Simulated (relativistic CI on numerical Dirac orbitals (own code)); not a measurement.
## Ho XLV: sensitivity of the levels to the model

Base calculation: Dirac-Coulomb-Breit CI, KLI orbitals optimised for each configuration, QED by a radiative potential, unscaled Slater integrals.

CI space (outside the closed core [Ne]): 3s2 3p6 3d5, 3s2 3p5 3d6, 3s2 3p4 3d7, 3s 3p6 3d6, 3p6 3d7, 3s 3p5 3d7, 3s2 3p6 3d4 4s, 3s2 3p6 3d4 4p, 3s2 3p4 3d6 4s, 3s2 3p5 3d5 4s, 3s2 3p6 3d4 4f, 3p6 3d6 4s, 3s2 3p6 3d3 4s2, 3s2 3p6 3d4 5s, 3p6 3d5 4s2. Levels of other configurations are missing.

Variants: (1) valence Slater integrals scaled by 0.9; (2) QED terms removed; (3) only the first 3 configurations. Shifts of the energy above 3s2 3p6 3d5 4P_5/2, in cm⁻¹, for the lowest level and the first level of each name with at least 55 % of one term (blank where a level changes its place among those of its configuration and J or its character, or is not in the variant):

| Level | Base | Δ(1) | Δ(2) | Δ(3) |
| --- | --- | --- | --- | --- |
| 3s2 3p6 3d5 4P_5/2 | 0 | 0 | 0 | 0 |
| 3s2 3p6 3d5 2D_3/2 | 564943 | -17018 | -1034 | -464 |
| 3s2 3p6 3d5 2I_13/2 | 723244 | -6860 | -1834 | -2759 |
| 3s2 3p6 3d5 4D_1/2 | 723697 | -3000 | -1832 | +860 |
| 3s2 3p6 3d5 2G_7/2 | 803147 | -12724 | -1813 | +1058 |
| 3s2 3p6 3d5 4F_5/2 | 813518 | -12515 | -1816 | -607 |
| 3s2 3p6 3d5 2G_9/2 | 924930 | -23389 | -1851 | -418 |
| 3s2 3p6 3d5 2P_3/2 | 1038855 | -34989 | -1784 | +2178 |
| 3s2 3p6 3d5 2P_1/2 | 1278789 | -27495 | -2607 | +3003 |
| 3s2 3p5 3d6 4H°_13/2 | 2856750 | +15263 | +2050 | -386 |
| 3s2 3p5 3d6 4I°_15/2 | 2921716 | +7931 | +2042 | -2799 |

At this charge energies of transitions that change n are usually good to better than 1 %, and those within a shell (Δn = 0) to a few per cent.

Ionisation energy from the two ground configurations alone: base 3591.71 eV. The NIST ASD value (theoretical) is 3592 eV.

LS names give the leading component of a level, which can be under half, so a name can repeat, a term be missing and a line seem to break the LS rules.
